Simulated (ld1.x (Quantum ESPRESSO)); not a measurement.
## copper: PAW pseudisation with PBEsol, fully relativistic reference atom.

- Element: copper
- Generator: ld1.x (Quantum ESPRESSO) 7.5
- Type: PAW
- Functional: PBEsol
- Relativity: fully relativistic
- Frozen core: [Ne]
- Valence charge: 19
- Reference configuration: 3s2 3p6 3d9.5 4s0 4p0 (charge +1.5)
- Partial waves: 3s (bound): rcut 1.05, rcutus 1.25 bohr; 4s (bound, empty): rcut 1.05, rcutus 1.25 bohr; 3p (bound): rc 1.05 bohr; 4p (bound, empty): rc 1.05 bohr; 3d (bound): rcut 1.00, rcutus 1.20 bohr; 3d channel at -0.55 Ry: rcut 1.00, rcutus 1.20 bohr
- Local potential: all-electron potential smoothed inside 0.95 bohr (lloc = -1)
- Core correction: Bessel-smoothed model core inside 1.05 bohr
- Augmentation charge: BESSEL, radius 1.05 bohr

Open shells are filled in proportion to 2j + 1 (rel_dist='average').

All-electron outer shells of the reference configuration (PBEsol, scalar-relativistic, ld1.x):

```tsv
shell	level (eV)	outermost node (bohr)	outermost maximum (bohr)
2p	-932.85	–	0.16
3s	-130.97	0.29	0.61
3p	-88.54	0.26	0.62
3d	-21.16	–	0.60
4s	-16.72	0.88	2.03
4p	-10.49	0.96	2.54
```

Q: Does this generation succeed?

A: No. ld1.x (Quantum ESPRESSO) 7.5 stopped with "invmat: error in DGETRF": a PAW channel has rcut = rcutus, so it is not pseudised and its block of the matrix B = ⟨φ|χ⟩ is zero.
